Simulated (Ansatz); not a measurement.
BrF3Si, SMILES `F[Si](F)(F)Br` at its PBE0-D4/def2-TZVP geometry, where that method's forces vanish. Charge 0, multiplicity 1.

```xyz
5

F    -0.7582   -1.2437   -0.6767
Si    0.0275   -0.0908    0.0377
F     1.5614   -0.3339   -0.1743
F    -0.2763   -0.1646    1.5736
Br   -0.5544    1.8330   -0.7604
```

What forces (eV/Å) does PBE-D4/def2-TZVPP give on these atoms in Ansatz? (An estimate is asked.)

Ansatz gave: 
```
F1  -0.389 -0.554 -0.355
Si2 -0.113  0.374 -0.155
F3   0.749 -0.108 -0.109
F4  -0.153 -0.024  0.749
Br5 -0.094  0.312 -0.129
```
